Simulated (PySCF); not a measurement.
# The third ionisation energy along group 15

Calculated with PySCF 2.14 from differences of total energies of unrestricted determinants, without spin-orbit coupling. Values in eV. The last column holds reference values (NIST; (s) semi-empirical, (t) theoretical, else measured). Unmarked ones compare directly (S terms, centres of terms, or small fine structure); those marked * lie between the lowest fine-structure levels and include a spin-orbit shift.

```csv
element,configurations,UHF,LDA,PBE,r2SCAN,SCS-MP2 (valence),SCS-MP2 (valence and next inner shell),reference
"N (aug-cc-pwCVQZ, non-relativistic)",[He] 2s2 2p1 → [He] 2s2,47.296,47.867,48.021,48.223,47.484,47.540,47.445 (s) *
"P (aug-cc-pwCVQZ, non-relativistic)",[Ne] 3s2 3p1 → [Ne] 3s2,29.591,30.209,30.247,30.378,29.919,29.970,30.203 *
"As (aug-cc-pwCVQZ-PP with ECP10MDF, ECP)",[Ar] 3d10 4s2 4p1 → [Ar] 3d10 4s2,27.494,28.147,27.992,28.284,27.788,27.961,28.349 ± 0.012 *
```

"Valence" correlates the outer s and p shells and, in groups 3 to 12 and the f block, the outer d or f shell, open or full, or the next shell where the ion has no valence electron left; the wider scheme adds the next inner shell.
